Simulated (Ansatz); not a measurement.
Species: C3HF4, net charge 0, doublet state. It need not be the lowest isomer of its formula. SMILES: [CH]=C(F)C(F)(F)F
Coordinates optimised at B3LYP-D3(BJ)/def2-TZVP (Ansatz, a program for electronic structure):
```
C
C 1 1.2989
F 1 1.3529 2 123.59
H 2 1.0731 1 143.18 3 0.00
C 1 1.5101 2 125.35 4 -180.00
F 5 1.3378 1 111.09 2 0.00
F 5 1.3438 6 108.25 1 121.93
F 5 1.3438 6 108.25 7 116.13
```
Charge 0, spin multiplicity 2.

Wanted: atomisation energy (electronic, to ground-state atoms), in kJ/mol. Correlated levels leave the core frozen unless marked. UHF or UKS for open shells. No spin-orbit coupling. No relativistic terms. The coupled-cluster limit lacks core correlation, which all-electron functionals hold. CBS marks a two-point X^-3 extrapolation of the correlation energy; Hartree-Fock from the larger set.

```tsv
level	program	atomisation energy (kJ/mol)
HF/cc-pVQZ	Ansatz	2231.1
PBE-D3(BJ)/def2-TZVPD	Ansatz + dftd3	3488.7
```

Estimate the value at CCSD(T)/CBS(cc-pVTZ,cc-pVQZ) as computed with Ansatz.

3280.1 kJ/mol
